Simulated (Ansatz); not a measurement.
Basis-set extrapolation for C₃H₆SSi, SMILES `[SiH3]C1C=CS1` (PBE0-D4/def2-TZVP geometry, frozen core, the Gaussian-basis code of Ansatz). Multiplicity 1, RHF reference.

```csv
,def2-TZVPP,def2-QZVPP
HF,-803.565663,-803.591006
MP2 correlation,-0.786748,-0.842065
CCSD(T) correlation,-0.875748,not run
```

Energies in hartree. Use E(X) = E(∞) + A·exp(−7.88·√X) for Hartree–Fock and E(X) = E(∞) + B·X^(−2.97) for correlation, with X = 3 and 4, and add CCSD(T) minus MP2 of the smaller set to the MP2 limit.

Q: What is the CCSD(T) energy at the basis-set limit?

A: HF limit: -803.591006 + (-0.025343) × 0.13774 = -803.59450. MP2 limit: -0.842065 + (-0.055317) × 0.74074 = -0.88304. Higher-order term: -0.875748 − (-0.786748) = -0.08900. Total: -804.56654 hartree, 78.5 kcal/mol below CCSD(T)/def2-TZVPP.
